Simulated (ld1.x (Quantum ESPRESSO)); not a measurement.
Ranking ultrasoft potentials for manganese

All share these settings but for the change named:

ld1.x (Quantum ESPRESSO) 7.5 input, shortened:

```
&input
   title='Mn', zed=25., rel=2, dft='BLYP', iswitch=3,
   config='[Ar] 3d5 4s2 4p0', rel_dist='average'
 /
 &inputp
   pseudotype=3, tm=.true., lloc=-1, rcloc=1.75,
   nlcc=.true., new_core_ps=.true., rcore=1.30,
   which_augfun='PSQ', rmatch_augfun_nc=.true.
 /
6
4S  1  0   2.00   0.00  1.90  2.35  0.0
4S  1  0   0.00   2.05  1.90  2.35  0.0
4P  2  1   0.00   0.00  2.60  3.20  0.0
4P  2  1   0.00   2.90  2.60  3.20  0.0
3D  3  2   5.00   0.00  1.60  1.85  0.0
3D  3  2   0.00   3.05  1.60  1.85  0.0
 &test
   configts(1)='3d5 4s2 4p0'
 /
```

Open shells are filled in proportion to 2j + 1 (rel_dist='average').

Cutoff: the first of the cutoffs (Ry, on a coarse ladder) from which the occupation-weighted sum of valence levels, in a spherical-Bessel basis at the reference potential, stays within 10 and 1 mRy of its value at 400 Ry; the density cutoff is not measured.

The base gives 30 Ry.

Of 6 variants that were run, those that failed, showed a ghost or another fault, or gave nearly equal values are left out.

A variant can come out equal or close to the base.

Q: Rank these variants from softest to hardest (loose cutoff).
A. all radii but the core radius scaled by about 1.15 (s 2.70, p 3.66, d 2.12 bohr, rcut 2.18/2.98/1.84); local potential all-electron potential smoothed inside 2.00 bohr (lloc = -1)
B. all radii but the core radius scaled by about 1.29 (s 3.02, p 4.12, d 2.38 bohr, rcut 2.44/3.34/2.06); local potential all-electron potential smoothed inside 2.26 bohr (lloc = -1)
C. all radii but the core radius scaled by about 1.05 (s 2.46, p 3.36, d 1.94 bohr, rcut 2.00/2.74/1.68); local potential all-electron potential smoothed inside 1.84 bohr (lloc = -1)
D. all radii but the core radius scaled by about 1.38 (s 3.24, p 4.42, d 2.56 bohr, rcut 2.62/3.58/2.20); local potential all-electron potential smoothed inside 2.42 bohr (lloc = -1)

A: D (15 Ry), B (18 Ry), A (21 Ry), C (30 Ry).
